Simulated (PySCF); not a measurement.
**Working with the constants of BiBr⁺**

UHF-CCSD(T) constants of BiBr⁺, ²Π (doublet), unpaired electrons π ↑ (Bi cc-pVDZ-PP with ECP60, Br cc-pVDZ-PP with ECP10; scalar-relativistic core potentials (PySCF 2.14); masses 208.9804 and 78.9183 u):

| Property | Result |
| --- | --- |
| ωe | 260.4 cm⁻¹ |
| ωexe | 0.499 cm⁻¹ |
| Be | 0.046397 cm⁻¹ |
| αe | 0.000120 cm⁻¹ |
| D (centrifugal) | 5.89e-09 cm⁻¹ |

Problem. Give the vibrational terms G(v) and spacings up to v = 6.

Solution. G(v) = ωe(v+½) − ωexe(v+½)².

```tsv
v	G(v) (cm⁻¹)	G(v) − G(v−1)	Bv (cm⁻¹)
0	130.1		0.04634
1	389.5	259.4	0.04622
2	647.9	258.4	0.04610
3	905.3	257.4	0.04598
4	1161.7	256.4	0.04586
5	1417.1	255.4	0.04574
6	1671.5	254.4	0.04562
```

Correlated steps freeze 8 core orbitals. Spin–orbit coupling is left out, which matters for elements this heavy, above all for dissociation energies. The state is the lowest determinant that a PBE0 search found; another state may lie lower at other levels.
